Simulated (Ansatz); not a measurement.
Consider the ligand exchange at the Si–S bond: `F[SiH2]S[SiH](F)F` + `O[SiH](F)F` → `F[SiH2]O[SiH](F)F` + `F[SiH](F)S`.

Isolated molecules relaxed with PBE0-D4/def2-TZVP in Ansatz; ΔE leaves out vibrations. CCSD(T)/CBS adds triple-zeta CCSD(T) − MP2 to the extrapolated MP2 energy (def2 sets, frozen cores). Functionals use def2-TZVPP. HSE06 is defined as in plane-wave codes. One conformer a species, not always the lowest.

| level | ΔE (eV) |
| --- | --- |
| HSE06 | -0.50 |
| MP2/CBS(def2) | -0.56 |

(1) What does CCSD(T)/CBS give? (Estimate.)

Largest T1 diagnostic among the species: 0.012.

Answers

(1) Computed: -0.60 eV. The listed levels differ from it by 0.10, 0.04 eV.

From PBE to PBE0 (25 % exact exchange), in def2-TZVPP and without D4, ΔE moves by −0.06 eV. The D4 term adds +0.05 eV with B3LYP and +0.02 eV with PBE0; it sums over pairs of atoms, weighted by their polarisabilities, and B3LYP, whose exchange is more repulsive, gets the larger term. Leaving LDA and LC-ωPBE aside and taking each functional with its dispersion term where it has one, the values, not all of them listed here, spread over 0.29 eV, from BHLYP-D4 to revPBE-D4.

B3LYP here is the variant with VWN-RPA as its local correlation; programs differ in this.
